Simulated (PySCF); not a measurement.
## EPR parameters of C8H9O

Compound: C8H9O (doublet state).
Z-matrix (Å and degrees, GFN2-xTB geometry), rows numbered from 1:
```
C 
C   1  1.3604
C   2  1.4610  1  125.39
C   3  1.3328  2  110.23  1   179.98
C   4  1.4950  3  110.76  2    -0.04
C   2  1.4237  1  127.42  3   179.93
C   6  1.4377  2  126.69  1     0.08
C   7  1.5169  6  115.97  2   179.85
O   7  1.2260  6  123.26  2    -0.11
H   1  1.0765  2  120.86  3    -0.05
H   1  1.0748  2  120.60  3   179.84
H   3  1.0752  2  122.82  1    -0.12
H   4  1.0756  3  127.07  2   179.89
H   5  1.0946  4  111.51  3   120.67
H   5  1.0945  4  111.49  3  -120.52
H   8  1.0866  7  109.12  6   179.71
H   8  1.0881  7  110.43  6   -60.30
H   8  1.0881  7  110.43  6    59.68
```

The hyperfine couplings belong to this conformer and change with its torsions.

The species is `C=C1C=CC[C]1C(C)=O` [radical].

Method used: UKS B3LYP, pcH-1 on C H O, non-relativistic, mean-field spin-orbit, GIAO in PySCF. Isolated species at its GFN2-xTB geometry (one conformer only). The geometry wasn't refined by DFT: couplings that depend on bond lengths, twists or pyramidal angles can differ widely from those at the functional's own minimum. The SCF solution wasn't tested for stability. ⟨S²⟩ is 0.783 where a pure state has 0.75.

```json
{
 "g1, g2, g3": "2.00213, 2.00363, 2.00566",
 "g_iso": "2.00381",
 "Form of g": "rhombic: the two nearest values differ by 43 % of g3 − g1",
 "⟨S²⟩": "0.7828 (exact 0.7500)",
 "α and β electrons": "33, 32",
 "Total energy": "-385.45796 Eh"
}
```

Isotropic coupling and dipolar principal values T1 to T3, in G (MHz turned into gauss with g_iso; 10 G = 1 mT):

```json
{"atom": "C1", "isotope": "13C", "a_iso": "15.3", "T1": "-15.2", "T2": "-14.6", "T3": "29.8", "Mulliken spin population": "0.56"}
{"atom": "C2", "isotope": "13C", "a_iso": "-14.6", "T1": "-8.3", "T2": "3.3", "T3": "5.0", "Mulliken spin population": "-0.21"}
{"atom": "C3", "isotope": "13C", "a_iso": "2.7", "T1": "-1.2", "T2": "-0.6", "T3": "1.8", "Mulliken spin population": "0.05"}
{"atom": "C4", "isotope": "13C", "a_iso": "-2.5", "T1": "-4.6", "T2": "2.1", "T3": "2.5", "Mulliken spin population": "-0.08"}
{"atom": "C5", "isotope": "13C", "a_iso": "-6.3", "T1": "-0.6", "T2": "0.2", "T3": "0.4", "Mulliken spin population": "-0.04"}
{"atom": "C6", "isotope": "13C", "a_iso": "17.4", "T1": "-16.5", "T2": "-16.0", "T3": "32.5", "Mulliken spin population": "0.58"}
{"atom": "C7", "isotope": "13C", "a_iso": "-8.7", "T1": "-1.5", "T2": "0.2", "T3": "1.4", "Mulliken spin population": "-0.06"}
{"atom": "C8", "isotope": "13C", "a_iso": "-0.9", "T1": "-0.2", "T2": "-0.1", "T3": "0.3", "Mulliken spin population": "0.00"}
{"atom": "O9", "isotope": "17O", "a_iso": "-4.3", "T1": "-20.5", "T2": "10.2", "T3": "10.3", "Mulliken spin population": "0.19"}
{"atom": "H10", "isotope": "1H", "a_iso": "-12.2", "T1": "-7.4", "T2": "-0.3", "T3": "7.7", "Mulliken spin population": "-0.03"}
{"atom": "H11", "isotope": "1H", "a_iso": "-12.2", "T1": "-5.9", "T2": "-0.8", "T3": "6.7", "Mulliken spin population": "-0.02"}
{"atom": "H12", "isotope": "1H", "a_iso": "-1.1", "T1": "-0.6", "T2": "-0.5", "T3": "1.1", "Mulliken spin population": "0.00"}
{"atom": "H13", "isotope": "1H", "a_iso": "1.5", "T1": "-0.4", "T2": "-0.4", "T3": "0.8", "Mulliken spin population": "0.00"}
{"atom": "H14", "isotope": "1H", "a_iso": "24.0", "T1": "-1.2", "T2": "-0.9", "T3": "2.1", "Mulliken spin population": "0.03"}
{"atom": "H15", "isotope": "1H", "a_iso": "24.0", "T1": "-1.2", "T2": "-0.9", "T3": "2.1", "Mulliken spin population": "0.03"}
{"atom": "H16", "isotope": "1H", "a_iso": "-0.3", "T1": "-0.6", "T2": "-0.3", "T3": "0.9", "Mulliken spin population": "0.00"}
{"atom": "H17", "isotope": "1H", "a_iso": "0.4", "T1": "-0.7", "T2": "-0.6", "T3": "1.3", "Mulliken spin population": "0.00"}
{"atom": "H18", "isotope": "1H", "a_iso": "0.4", "T1": "-0.7", "T2": "-0.6", "T3": "1.3", "Mulliken spin population": "0.00"}
```

Largest spin populations (Mulliken): C6 (+0.58), C1 (+0.56), C2 (-0.21) and O9 (+0.19). Three atoms exceed +0.15. The positive populations add up to 1.44 and the negative ones to -0.44, together 2S = 1. The angles at C6 add up to 360.0°, so it is planar.

C6, the radical centre as drawn in `C=C1C=CC[C]1C(C)=O`, holds a spin population of +0.58 out of 1.

Axes: g2 points within 5° of the C1–H10 bond and g3 points within 8° of the C5–C6 bond.

Under fast tumbling the dipolar parts average out, and these isotropic splittings remain: 2 × 1H (H14/H15, I = 1/2, 3 lines) with 2.40 mT, 1 × 1H (H11, I = 1/2, 2 lines) with 1.22 mT, 1 × 1H (H10, I = 1/2, 2 lines) with 1.22 mT, 1 × 1H (H13, I = 1/2, 2 lines) with 0.15 mT and 1 × 1H (H12, I = 1/2, 2 lines) with 0.11 mT.

The 13C coupling of C6 (48.8 MHz) shows only in satellite lines or after enrichment, since that isotope makes up about 1.07 % of natural carbon.

The 17O coupling of O9 (-12.2 MHz) shows only in satellite lines or after enrichment, since that isotope makes up about 0.038 % of natural oxygen.

The spin density at the nucleus, in bohr⁻³, is negative for C2 (-0.0364), C7 (-0.0216) and C5 (-0.0158), for instance. A restricted open-shell determinant has no negative spin density anywhere; here it arises because α and β orbitals differ (spin polarisation).

Time: 87 s wall (with the writing of density and orbital grids); peak memory 1.2 GiB. Hardware: one thread, Arm Neoverse V2 (aarch64) (shared host).
